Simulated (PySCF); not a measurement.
C₈H₁₀Si.
Numbering: `[CH:1]#[C:2][C@H:3]([CH3:4])[C:5]1=[CH:6][SiH2:7][CH:8]=[CH:9]1` (hydrogens: H10 on C1; H11 on C3; H12, H13, H14 on C4; H15 on C6; H16, H17 on Si7; H18 on C8; H19 on C9)

The same species was optimised twice, with GFN2-xTB and with PBE0-D3(BJ)/def2-SVP (PySCF), and the same property calculations (PySCF, gas phase) were run on both structures.

```csv
coordinate,GFN2-xTB,PBE0-D3(BJ)/def2-SVP,change
C5–C9 (Å),1.464,1.488,+0.024
C1≡C2 (Å),1.197,1.211,+0.014
C6–Si7 (Å),1.881,1.868,-0.013
Si7–C8 (Å),1.888,1.875,-0.013
C8=C9 (Å),1.336,1.348,+0.012
C5=C6 (Å),1.341,1.351,+0.010
C2–C3 (Å),1.452,1.460,+0.008
C3–C5 (Å),1.508,1.515,+0.007
C3–C4 (Å),1.538,1.538,0.000
C6–Si7–C8 (°),88.8,92.6,+3.8
Si7–C8–C9 (°),109.4,106.4,-3.0
C5–C6–Si7 (°),109.9,107.3,-2.6
C4–C3–C5 (°),109.6,110.8,+1.2
C5–C9–C8 (°),116.5,117.6,+1.1
C2–C3–C4 (°),109.8,110.7,+0.9
C2–C3–C5 (°),112.1,113.0,+0.9
C3–C5–C9 (°),118.4,117.7,-0.7
C2–C3–C5–C6 (°),18,14,-4
```

Rotational constants: A = 2685, B = 896.9, C = 732.1 MHz (GFN2-xTB) against A = 2681, B = 889.5, C = 718.1 MHz (PBE0-D3(BJ)/def2-SVP). Point groups within 0.08 Å: C1 and C1.

On the GFN2-xTB structure: HOMO (eV) -6.65 [PBE0/pcSseg-1]; LUMO (eV) -1.44 [PBE0/pcSseg-1]; dipole (D) 0.65 [PBE0/pcSseg-1]; GIAO shielding of C1 (ppm) 108.3 [PBE0/pcSseg-1]; GIAO shielding of C2 (ppm) 95.6 [PBE0/pcSseg-1]; GIAO shielding of C3 (ppm) 152.4 [PBE0/pcSseg-1]; GIAO shielding of C4 (ppm) 161.9 [PBE0/pcSseg-1]; GIAO shielding of C5 (ppm) 16.0 [PBE0/pcSseg-1]; GIAO shielding of C6 (ppm) 60.1 [PBE0/pcSseg-1]; GIAO shielding of Si7 (ppm) 392.1 [PBE0/pcSseg-1]; GIAO shielding of C8 (ppm) 49.5 [PBE0/pcSseg-1].

**Question.** What do these properties become on the PBE0-D3(BJ)/def2-SVP structure?

**Answer.** 
| property | level | on GFN2-xTB | on PBE0-D3(BJ)/def2-SVP | change |
| --- | --- | --- | --- | --- |
| HOMO (eV) | PBE0/pcSseg-1 | -6.65 | -6.79 | -0.14 |
| LUMO (eV) | PBE0/pcSseg-1 | -1.44 | -1.51 | -0.07 |
| dipole (D) | PBE0/pcSseg-1 | 0.65 | 0.92 | +0.27 |
| energy, GFN2-xTB geometry as zero (kcal/mol) | PBE0/pcSseg-1 | 0.0 | -1.9 | -1.9 |
| GIAO shielding of C1 (ppm) | PBE0/pcSseg-1 | 108.3 | 105.8 | -2.5 |
| GIAO shielding of C2 (ppm) | PBE0/pcSseg-1 | 95.6 | 95.6 | 0.0 |
| GIAO shielding of C3 (ppm) | PBE0/pcSseg-1 | 152.4 | 150.1 | -2.3 |
| GIAO shielding of C4 (ppm) | PBE0/pcSseg-1 | 161.9 | 161.3 | -0.6 |
| GIAO shielding of C5 (ppm) | PBE0/pcSseg-1 | 16.0 | 13.3 | -2.7 |
| GIAO shielding of C6 (ppm) | PBE0/pcSseg-1 | 60.1 | 58.6 | -1.5 |
| GIAO shielding of Si7 (ppm) | PBE0/pcSseg-1 | 392.1 | 389.9 | -2.2 |
| GIAO shielding of C8 (ppm) | PBE0/pcSseg-1 | 49.5 | 48.2 | -1.3 |

The heavy atoms differ by 0.060 Å rms after alignment. Among bonds between heavy atoms C5–C9 changes most (+0.024 Å). Changes are differences of the printed values. Neither structure is proved a minimum here.

Conformer computed: `[CH:1]#[C:2][C@H:3]([CH3:4])[C:5]1=[CH:6][SiH2:7][CH:8]=[CH:9]1`: C2–C3–C5–C6 14°.
